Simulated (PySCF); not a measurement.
A species of formula C5H5BO has this rotational fingerprint, computed with PBE0-D3(BJ)/def2-SVP geometry optimisation, gas phase (PySCF):

* Rotational constants: A = 31372, B = 803.8, C = 787.6 MHz
* Dipole components: |μa| = 1.18 D, |μb| = 0.08 D, |μc| = 0.00 D
* Inertial defect: -3.21 u·Å²
* κ: -1.00

Task: Which candidate fits, each taken in the one conformer that was computed?
A. `[CH:1]#[C:2][C:3]#[C:4][BH:5][O:6][CH3:7]` with C4–B5–O6–C7 179°
B. `[O:1]=[CH:2][C:3]1=[CH:4][CH:5]=[CH:6][BH:7]1` with O1–C2–C3–C4 180°

Result: A. It is C#CC#CBOC, a near-prolate asymmetric top, point group Cs. The candidates at the same level (rigid rotor, commonest isotopes):

| SMILES | A (MHz) | B (MHz) | C (MHz) | μa (D) | μb (D) | μc (D) | Δ (u·Å²) | point group | rotor |
| --- | --- | --- | --- | --- | --- | --- | --- | --- | --- |
| C#CC#CBOC | 31372 | 803.8 | 787.6 | 1.18 | 0.08 | 0.00 | -3.21 | Cs | near-prolate asymmetric top |
| O=CC1=CC=CB1 | 7865 | 1853 | 1500 | 3.53 | 2.10 | 0.00 | 0.00 | Cs | asymmetric top |

`O=CC1=CC=CB1` has B 131 % too high. In the right answer the mirror of this Cs structure is the ab plane, so μc vanishes by symmetry (the 0.02 D computed is a residue). No structure here is proved a minimum.
